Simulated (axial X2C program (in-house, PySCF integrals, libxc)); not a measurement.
## Nuclear properties of AlTi

Computed with an in-house all-electron X2C program for linear molecules (integrals from PySCF): two-component X2C with atomic mean-field Coulomb and Gaunt terms, Gaussian nuclei, basis Ti dyall-cv3z, Al dyall-v3z with contracted cores.

R = 2.494 Å (near the PBE0 minimum at charge 0 of the determinant lowest at the starting distance; the state shown can have its own minimum elsewhere).

Determinant lowest in the PBE0 search, Ω = 1/2 (⟨Sz⟩ = 2.50, ⟨Lz⟩ = -2.00 at PBE0), spin on the atoms Ti 1.87, Al 0.63:

| level | Eeff magnitude (GV/cm) | Ws magnitude Ti (kHz) | Ws magnitude Al (kHz) | A∥/gI Ti (MHz) | qzz Ti (a.u.) | A∥/gI Al (MHz) | qzz Al (a.u.) | μ (D) |
| --- | --- | --- | --- | --- | --- | --- | --- | --- |
| PBE0 | 0.0099 | 0.0181 | 0.0426 | 782 | -0.22 | -30.7 | -0.13 | -2.96 |
| HF | 0.17 | 0.177 | 0.0581 | 666 | 0.21 | -119 | 0.45 | -2.74 |
| LDA | 0.075 | 0.0593 | 0.0336 | 960 | -0.38 | 89.5 | -0.26 | -1.97 |
| PBE | 0.0559 | 0.0482 | 0.0368 | 865 | -0.37 | -2.9 | -0.24 | -2.33 |
| BHandHLYP | 0.312 | 0.278 | 0.0115 | 318 | -0.07 | 0.869 | -0.14 | -2.65 |

Eeff is the effective electric field on the electron electric dipole moment in this Ω state and Ws the scalar–pseudoscalar constant of the nucleus named (defined with the proton number Z and per Ω); A∥ (defined per Ω) follows by multiplying with gI = μI/(I μN); qzz is the electric field gradient, eQq0 = 234.96 MHz × Q/barn × qzz; μ is positive if the Al end (last atom) is positive. The operators were transformed with the bare-nucleus X2C matrices; with these basis sets, hyperfine constants and field gradients can be off by tens of per cent, and where levels differ in sign neither size nor sign is settled.

Each state is one determinant with collinear spin, which with several unpaired electrons need not be a pure state. Unrestricted Hartree–Fock can overshoot spin polarisation at the nuclei. In the state Ω = 1/2 the sign of Eeff differs between levels (BHandHLYP against PBE0). With several open shells hyperfine constants can be off by a factor of several. Where Eeff spreads by more than a factor of two the levels disagree and none is to be relied on. At BHandHLYP a later determinant lies lower. States lie within half an eV, so the first need not be the ground state. The sign of Ws at Ti differs between levels in the first state. The sign of Ws at Al differs between levels in the first state. Further determinants of the search, some of them spin-mixed, are not shown. Where a field gradient or hyperfine factor spreads by more than a factor of two over the levels, a constant derived from it is not to be relied on.
